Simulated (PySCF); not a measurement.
This script is equivalent to a calculation on Nb³⁹⁺ (niobium, charge +39).

```python
from pyscf import gto, scf, dft, mp, cc
mol = gto.M(atom="Nb 0 0 0", charge=39, spin=0, symmetry="D2h",
            basis=gto.etbs([(0, 17, 66, 2.2), (1, 7, 99, 2.4), (2, 4, 300, 2.4), (3, 3, 450, 2.4), (4, 3, 670, 2.4)]),
            nucmod="G")
mf = scf.UHF(mol).sfx2c1e()
mf.irrep_nelec = {'Ag': (1, 1)}
mf.kernel()
```

What total energy does it give?

-1693.50711 hartree (calculated).

Which occupied shell lies highest, and where?

1s, at -22677.8 eV.
